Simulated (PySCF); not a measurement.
## P²⁺ (phosphorus, charge +2) across methods

[Ne] 3s2 3p1, 2P determinant. All numbers are calculated (PySCF 2.14, the non-relativistic Hamiltonian (point nucleus), in aug-cc-pwCVDZ).

```json
{"method": "BHandHLYP", "E (hartree)": "-340.1693", "mean ε 3s α (eV)": "-37.437", "mean ε 3s β (eV)": "-35.631", "mean ε 3p α (eV)": "-27.571", "Σ⟨r²⟩ (bohr²)": "14.06", "⟨S²⟩": "0.755"}
{"method": "M06-2X", "E (hartree)": "-340.1375", "mean ε 3s α (eV)": "-37.249", "mean ε 3s β (eV)": "-35.845", "mean ε 3p α (eV)": "-27.283", "Σ⟨r²⟩ (bohr²)": "14.00", "⟨S²⟩": "0.752"}
{"method": "PBE", "E (hartree)": "-339.9890", "mean ε 3s α (eV)": "-34.281", "mean ε 3s β (eV)": "-33.134", "mean ε 3p α (eV)": "-24.946", "Σ⟨r²⟩ (bohr²)": "14.01", "⟨S²⟩": "0.753"}
{"method": "LDA", "E (hartree)": "-338.8710", "mean ε 3s α (eV)": "-34.352", "mean ε 3s β (eV)": "-33.276", "mean ε 3p α (eV)": "-24.797", "Σ⟨r²⟩ (bohr²)": "14.02", "⟨S²⟩": "0.751"}
{"method": "r2SCAN0", "E (hartree)": "-340.1140", "mean ε 3s α (eV)": "-36.139", "mean ε 3s β (eV)": "-34.504", "mean ε 3p α (eV)": "-26.650", "Σ⟨r²⟩ (bohr²)": "14.05", "⟨S²⟩": "0.758"}
{"method": "B3LYP", "E (hartree)": "-340.1716", "mean ε 3s α (eV)": "-35.614", "mean ε 3s β (eV)": "-34.281", "mean ε 3p α (eV)": "-26.028", "Σ⟨r²⟩ (bohr²)": "14.02", "⟨S²⟩": "0.754"}
{"method": "PBE0", "E (hartree)": "-340.0187", "mean ε 3s α (eV)": "-35.936", "mean ε 3s β (eV)": "-34.413", "mean ε 3p α (eV)": "-26.353", "Σ⟨r²⟩ (bohr²)": "14.02", "⟨S²⟩": "0.755"}
{"method": "r2SCAN", "E (hartree)": "-340.1130", "mean ε 3s α (eV)": "-34.603", "mean ε 3s β (eV)": "-33.295", "mean ε 3p α (eV)": "-25.364", "Σ⟨r²⟩ (bohr²)": "14.05", "⟨S²⟩": "0.758"}
{"method": "UHF", "E (hartree)": "-339.64060", "mean ε 3s α (eV)": "-40.064", "mean ε 3s β (eV)": "-37.069", "mean ε 3p α (eV)": "-29.942", "Σ⟨r²⟩ (bohr²)": "14.20", "⟨S²⟩": "0.762"}
```
